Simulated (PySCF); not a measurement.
Simulation results for BFO

Computed with PySCF 2.14.0. Calculation on a computer-drawn molecule: vertical ionisation energy to the stated ion spin, frozen-core CCSD(T) at the basis limit and cheaper methods, single-reference cases, UHF for radicals, no spin-orbit; all values are single points at the evaluated structure, the first of each entry, which is the reference or a displaced copy of it and isn't optimised; the reference structure only sets the zero of the energies above reference; triples share is (T) over the correlation energy.

Common to all runs: charge 0; multiplicity 1; ion multiplicity 2; diffuse functions no; basis cc-pVnZ; reference is the Hartree-Fock double-zeta minimum; best is HF at quadruple zeta + MP2 correlation extrapolated from triple and quadruple zeta + CCSD(T) minus MP2 at triple zeta; basis step is the size of the change from the same recipe one zeta lower.

```yaml
- entry: 1
  formula: BFO
  evaluated_structure:
    atoms_angstrom:
      - [O, -0.2798, -0.4342, -2.0562]
      - [B, 0.4453, -0.1348, -2.9139]
      - [F, 1.2499, 0.1975, -3.9433]
  reference_structure:
    atoms_angstrom:
      - [O, -0.2598, -0.4274, -2.0353]
      - [B, 0.4432, -0.1228, -2.9431]
      - [F, 1.2014, 0.2057, -3.9221]
  given:
    drawn_bonds_atom: [1, 2]
    drawn_bonds_other_atom: [2, 3]
    drawn_bonds_order: [2, 1]
  results: {}
- entry: 2
  formula: BFO
  evaluated_structure:
    atoms_angstrom:
      - [O, -0.2798, -0.4342, -2.0562]
      - [B, 0.5345, -0.098, -3.0194]
      - [F, 1.3391, 0.2343, -4.0488]
  reference_structure:
    atoms_angstrom:
      - [O, -0.2598, -0.4274, -2.0353]
      - [B, 0.4432, -0.1228, -2.9431]
      - [F, 1.2014, 0.2057, -3.9221]
  given:
    drawn_bonds_atom: [1, 2]
    drawn_bonds_other_atom: [2, 3]
    drawn_bonds_order: [2, 1]
  results: {}
- entry: 3
  formula: BFO
  evaluated_structure:
    atoms_angstrom:
      - [O, -0.3282, -0.3558, -1.9768]
      - [B, 0.4113, -0.162, -2.9357]
      - [F, 1.239, 0.3017, -3.9812]
  reference_structure:
    atoms_angstrom:
      - [O, -0.2598, -0.4274, -2.0353]
      - [B, 0.4432, -0.1228, -2.9431]
      - [F, 1.2014, 0.2057, -3.9221]
  given:
    drawn_bonds_atom: [1, 2]
    drawn_bonds_other_atom: [2, 3]
    drawn_bonds_order: [2, 1]
  results: {}
```

Questions
1. Estimate the total energy best of BFO (entry 1).
2. Give the table of triple zeta values for BFO (entry 1).
3. Estimate the ion T1 diagnostic at triple zeta of BFO (entry 2).
4. What dipole magnitude HF at triple zeta does the calculation give for BFO (entry 3)?
5. Give the missing ion spin squared at triple zeta for BFO (entry 3).
6. What total energy CCSD(T) triple zeta does the calculation give for BFO (entry 3)?
7. Give the missing triples share at triple zeta for BFO (entry 3).

## Answers
1. -199.8357 hartree
2. 
Triple zeta:
```
 method  ionisation energy (eV)  energy above reference (kcal/mol)
     HF                   12.32                              4.449
    PBE                   13.79                              3.695
 r2SCAN                   13.77                              4.158
  B3LYP                   13.94                              3.779
  wB97X                   13.88                              3.717
    MP2                   14.26                               4.14
   CCSD                   13.87                              4.045
CCSD(T)                   13.96                              4.049
```
3. 0.02086
4. 1.958 debye
5. 0.756
6. -199.7306 hartree
7. 0.03814

Further results for BFO (entry 1):

* ionisation energy best: 14.18 eV
* ionisation energy basis step: 0.08173 eV
* energy above reference best: 4.074 kcal/mol
* energy above reference basis step: 0.2171 kcal/mol
* ionisation energy Koopmans at triple zeta: 14.79 eV
* ionisation energy EOM CCSD at triple zeta: 13.98 eV
* total energy HF triple zeta: -199.1491 hartree
* total energy CCSD(T) triple zeta: -199.7362 hartree
* T1 diagnostic at triple zeta: 0.01515
* D1 diagnostic at triple zeta: 0.03761
* ion T1 diagnostic at triple zeta: 0.02359
* ion D1 diagnostic at triple zeta: 0.1049
* ion spin squared at triple zeta: 0.7554
* triples share at triple zeta: 0.03556
* basis functions triple zeta: 90
* dipole magnitude HF at triple zeta: 1.853 debye
* dipole magnitude CCSD unrelaxed at triple zeta: 1.584 debye
* dipole magnitude PBE at triple zeta: 1.594 debye
* dipole magnitude r2SCAN at triple zeta: 1.669 debye
* dipole magnitude B3LYP at triple zeta: 1.642 debye
* dipole magnitude wB97X at triple zeta: 1.702 debye

Further results for BFO (entry 2):

- ionisation energy best: 13.17 eV
- ionisation energy basis step: 0.07726 eV
- energy above reference best: 9.393 kcal/mol
- energy above reference basis step: 1.701 kcal/mol
- ionisation energy Koopmans at triple zeta: 13.74 eV
- ionisation energy EOM CCSD at triple zeta: 12.95 eV
- total energy HF triple zeta: -199.1282 hartree
- total energy CCSD(T) triple zeta: -199.7300 hartree
- total energy best: -199.8272 hartree
- T1 diagnostic at triple zeta: 0.01949
- D1 diagnostic at triple zeta: 0.05078
- ion D1 diagnostic at triple zeta: 0.07058
- ion spin squared at triple zeta: 0.7567
- triples share at triple zeta: 0.03983
- basis functions triple zeta: 90
- dipole magnitude HF at triple zeta: 2.577 debye
- dipole magnitude CCSD unrelaxed at triple zeta: 2.059 debye
- dipole magnitude PBE at triple zeta: 2.058 debye
- dipole magnitude r2SCAN at triple zeta: 2.168 debye
- dipole magnitude B3LYP at triple zeta: 2.171 debye
- dipole magnitude wB97X at triple zeta: 2.276 debye

Triple zeta:
```
 method  ionisation energy (eV)  energy above reference (kcal/mol)
     HF                   11.06                              17.57
    PBE                   12.96                              6.335
 r2SCAN                   12.82                              9.214
  B3LYP                   12.95                              9.963
  wB97X                   12.83                              10.42
    MP2                   13.29                              6.883
   CCSD                   12.79                              9.928
CCSD(T)                   12.95                              7.994
```

Further results for BFO (entry 3):

- ionisation energy best: 13.86 eV
- ionisation energy basis step: 0.0825 eV
- energy above reference best: 8.521 kcal/mol
- energy above reference basis step: 1.381 kcal/mol
- ionisation energy Koopmans at triple zeta: 14.46 eV
- ionisation energy EOM CCSD at triple zeta: 13.66 eV
- total energy HF triple zeta: -199.1336 hartree
- total energy best: -199.8286 hartree
- T1 diagnostic at triple zeta: 0.01759
- D1 diagnostic at triple zeta: 0.04527
- ion T1 diagnostic at triple zeta: 0.02394
- ion D1 diagnostic at triple zeta: 0.09878
- basis functions triple zeta: 90
- dipole magnitude CCSD unrelaxed at triple zeta: 1.575 debye
- dipole magnitude PBE at triple zeta: 1.585 debye
- dipole magnitude r2SCAN at triple zeta: 1.673 debye
- dipole magnitude B3LYP at triple zeta: 1.661 debye
- dipole magnitude wB97X at triple zeta: 1.737 debye

Triple zeta:
```
 method  ionisation energy (eV)  energy above reference (kcal/mol)
     HF                   11.89                              14.19
    PBE                   13.52                              6.078
 r2SCAN                   13.47                              8.481
  B3LYP                   13.63                              8.523
  wB97X                   13.55                              8.682
    MP2                   13.97                              7.026
   CCSD                   13.52                               8.77
CCSD(T)                   13.64                              7.589
```
